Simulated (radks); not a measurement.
Spherical quantum dot in the effective-mass picture: electrons in a parabolic well V = omega^2 r^2 / 2 with omega = 1.55, with a point charge +1 (a donor) at the centre, all in effective atomic units (hartree* = m*/eps^2 hartree, bohr* = eps/m* bohr), one dielectric constant everywhere. Calculated with a radial shooting solver with Libxc functionals: non-relativistic Kohn-Sham, LDA (Slater exchange, Perdew-Wang correlation), spin-polarised, spherical densities. Levels are named by radial order and angular momentum (1s, 1p, 1d, 2s, ...), and open shells are averaged over m. Results are scaled to m* = 0.072 and eps = 17.2, for which hartree* = 6.623 meV and bohr* = 12.64 nm.

N = 15, configuration 1s2 1p6 1d(up 5, down 0) 2s2. This is the lowest configuration that the search found. Occupied and some empty levels:

| level | occupation | eigenvalue (meV) | <r> (nm) |
|---|---|---|---|
| 1s up | 1 | 69.509 | 13.45 |
| 1s down | 1 | 70.034 | 13.17 |
| 1p up | 3 | 76.762 | 18.77 |
| 1p down | 3 | 77.549 | 18.70 |
| 2s up | 1 | 82.849 | 18.90 |
| 2s down | 1 | 83.417 | 19.10 |
| 1d up | 5 | 83.600 | 21.87 |
| 1d down | 0 | 84.433 | 21.91 |
| 1f up | 0 | 90.856 | 24.29 |
| 1f down | 0 | 91.657 | 24.40 |
| 2p up | 0 | 92.079 | 21.87 |
| 2p down | 0 | 92.612 | 21.94 |
| 1g up | 0 | 98.531 | 26.36 |
| 1g down | 0 | 99.263 | 26.50 |

Energy (meV): total 764.572, kinetic 156.31, external 225.30, Hartree 439.97, exchange-correlation -57.008.

Electron density:

| r (nm) | n(r) (e/nm^3) |
|---|---|
| 1.83 | 0.0008981 |
| 4.90 | 0.0005442 |
| 7.96 | 0.0003503 |
| 11.0 | 0.0002653 |
| 14.1 | 0.0002348 |
| 17.1 | 0.0002107 |
| 20.2 | 0.0001687 |
| 23.3 | 0.0001131 |
| 26.3 | 0.00006176 |
| 29.4 | 0.00002700 |
| 32.5 | 9.485e-06 |
| 35.5 | 2.669e-06 |
| 38.6 | 6.030e-07 |
